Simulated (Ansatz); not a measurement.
A further run on the cluster Ga2N⁺ (the lowest singlet isomer of a short search).

```yaml
crystal:
  periodic: [false, false, false]
  atoms:
    - {symbol: Ga, position_ang: [-1.362282, 1.053567, 0.358607]}
    - {symbol: Ga, position_ang: [1.362096, -1.053946, -0.358196]}
    - {symbol: N, position_ang: [0.000186, 0.000379, -0.000411]}
basis:
  gaussian: {orbitals: x2c-TZVPPall}
total_charge: 1
hamiltonian: {xc: {name: revPBE0}}
```

```sh
$ ansatz run in.yaml --threads 4 --pin off --events-out ev --progress --plain --max-ram 3916MiB
```

Output, abridged:

```
Functional definition: revPBE0
965 factors; their error is unknown
mean field evaluation 1: about -107229.9141 eV, gradient 1.3e2 eV
mean field evaluation 2: about -107094.0965 eV, gradient 1.8e2 eV
mean field evaluation 4: about -107263.5148 eV, gradient 2.5e1 eV
mean field evaluation 8: about -107264.5626 eV, gradient 2.3e-1 eV
mean field evaluation 16: about -107264.9434 eV, gradient 6.4e-5 eV
mean field -107264.94335782 eV, -3941.9139616098 hartree, gradient 6.3e-5 eV, S^2 0.000000; 0 other end points of the search recorded, 0 dependent functions left out
reference -107264.94339115 eV, -3941.9139628349 hartree; 34, 34 occupied and 93, 93 virtual orbitals, 965 factors
Total energy: -107264.94339115 eV, -3941.9139628349 hartree
Relativity: scalar
```

Run time 1.1 s (4 threads of Arm Neoverse V2 on a shared host).

DK, ANO-RCC and x2c sets are all-electron and run with scalar relativity unless a key says otherwise. The restricted singlet is unstable towards broken spin symmetry at other levels; at RKS revPBE0/x2c-TZVPPall this wasn't settled.
